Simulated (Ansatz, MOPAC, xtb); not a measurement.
Breaking a bond: In2(mu-NH2)2(F)4, H4F4In2N2, singlet. The N3–H12 bond (N3 also carries H, In, In; H12 carries nothing else) is stretched with both fragments frozen at the PBE0/def2-SVP, def2 effective core potentials past Kr optimised geometry.

Computed with: RKS-PBE0 = restricted PBE0/def2-SVP, def2 effective core potentials past Kr in Ansatz (a program for electronic structure); AM1, restricted, heats of formation (MOPAC); GFN1-xTB (xtb); UKS-PBE0 = unrestricted PBE0/def2-SVP, def2 effective core potentials past Kr in Ansatz.

Energies are in eV, each relative to the lowest point of its own curve near equilibrium.

```tsv
R / Å	RKS-PBE0	AM1	GFN1-xTB	UKS-PBE0
0.84	1.106	0.649	0.963	1.106
0.90	0.430	0.224	0.342	0.430
0.97	0.067	0.010	0.038	0.067
0.98	0.042	0.000	0.020	0.042
1.02	0.000	0.003	0.000	0.000
1.06	0.030	0.066	0.043	0.030
1.11	0.143	0.211	0.162	0.143
1.16	0.320	0.415	0.333	0.320
1.23	0.637	0.768	0.633	0.637
1.36	1.343	1.540	1.294	1.343
1.50	2.148	2.426	2.039	2.148
1.68	3.134	3.536	2.923	3.134
1.91	4.226	4.806	3.862	4.175
2.12	5.046	5.746	4.520	4.700
2.49	6.126	6.891	5.294	5.106
2.95	6.982	7.731	5.810	5.270
```

At the longest distance, 2.95 Å, AM1 lies highest above its minimum (7.731 eV) and UKS-PBE0 lowest (5.270 eV).

The restricted form behind RKS-PBE0, AM1 keeps the bonding electrons paired and can't separate into open-shell fragments. The unrestricted determinant behind UKS-PBE0 is spin-contaminated at 1.91 to 2.95 Å (<S²> up to 1.0, against 0.00 for a pure singlet).
